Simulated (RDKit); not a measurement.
Job for RDKit: UFF on CH8GeSi (SMILES [SiH3][CH2][GeH3]), a point of a torsion scan.

```python
from rdkit import Chem
from rdkit.Chem import AllChem, rdDetermineBonds

blocks = [
'''11

Si    1.52659865    0.64447398   -0.03810595
C     0.23907951   -0.75228169   -0.09661032
Ge   -1.62086792   -0.12821090    0.07215533
H     2.86192908    0.05423401   -0.17264217
H     1.28664544    1.58433654   -1.13568673
H     1.42361065    1.34361911    1.24515085
H     0.44366536   -1.45384809    0.71218842
H     0.33805282   -1.31247877   -1.02564664
H    -2.30204656   -0.04621440   -1.25868713
H    -1.73378824    1.21737538    0.71502237
H    -2.44319545   -1.07153384    0.90060724
''',
]
mol = None
for b in blocks:
    f = Chem.MolFromXYZBlock(b)
    rdDetermineBonds.DetermineBonds(f, charge=0)
    mol = f if mol is None else Chem.CombineMols(mol, f)
Chem.SanitizeMol(mol)
print(Chem.MolToSmiles(Chem.RemoveHs(mol)))
ff = AllChem.UFFGetMoleculeForceField(mol, vdwThresh=100.0, ignoreInterfragInteractions=False)
e = ff.CalcEnergy()
print(f'UFF energy {e:.6f} kcal/mol')
```

Program output:

```
[SiH3][CH2][GeH3]
UFF energy 2.896110 kcal/mol
```

The run finished.

Cost: about 0.020 core-seconds (a rough figure).
